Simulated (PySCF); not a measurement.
**Static response to an electric field**

Species: C6H5FO.
Atom-mapped SMILES: `[CH:1]#[C:2]/[CH:3]=[C:4](/[F:5])[O:6][CH:7]=[CH2:8]` (hydrogens: H9 on C1; H10 on C3; H11 on C7; H12, H13 on C8)

Geometry (GFN2-xTB, Å), atoms numbered from 1 in this order:
```
atom  x, y, z in Å
C1    -2.093    2.491   -0.379
C2    -2.001    1.322   -0.118
C3    -1.928   -0.047    0.191
C4    -0.777   -0.726    0.208
F5    -0.788   -2.042    0.516
O6     0.418   -0.202   -0.060
C7     1.558   -0.957   -0.024
C8     2.732   -0.411   -0.290
H9    -2.168    3.511   -0.607
H10   -2.844   -0.566    0.424
H11    1.440   -2.003    0.229
H12    3.628   -1.001   -0.263
H13    2.818    0.631   -0.538
```

Level: PBE0/def2-SVPD (PySCF), static field, nuclei fixed, core orbitals frozen in the response. The polarisability tensor in these axes (au):

```
x   106.82 -18.32  -2.88
y   -18.32  93.54  -8.34
z    -2.88  -8.34  50.26
```

Task: Diagonalise the tensor; give its mean and Δα, where Δα² is half the sum of the squared differences of the eigenvalues.

Result: Principal values 47.98, 82.89 and 119.75 au; mean 83.54 au = 12.38 Å³ = 13.77 × 10⁻⁴⁰ C²·m²/J; Δα = 62.17 au (74 % of the mean).

Task: What is the dipole moment, and where does it point?

Result: (1.10, -0.59, 0.00) D, 1.25 D in size, pointing from the negative to the positive side. Measured along this direction, the outermost atoms are H9 at the negative end and H12 at the positive end.

Task: What depolarisation ratio follows for Rayleigh scattering of linearly polarised light, taking the static tensor?

Result: ρ = 3Δα²/(45ᾱ² + 4Δα²) = 11593.8/(314054 + 15458.3) = 0.0352.

Task: Traceless (Buckingham) quadrupole moment about the centre of nuclear charge: eigenvalues?

Result: -7.16, 2.06, 5.10 D·Å. The values depend on the origin, since the dipole doesn't vanish. The electronic extent ⟨r²⟩ about the same centre is 1138 bohr², a root-mean-square distance of 2.34 Å for the 58 electrons.

Task: What would n − 1 = 2πNα be for an ideal gas of these molecules at 400 K and 1 atm, electronic part alone?

Result: N = p/kT = 1.8347 × 10¹⁹ cm⁻³, so n − 1 = 2π × N × 12.38 × 10⁻²⁴ cm³ = 1427 × 10⁻⁶ at long wavelengths, for an ideal gas.

One conformer (not necessarily the lowest) at the GFN2-xTB geometry, without solvent, vibrations or thermal averaging.
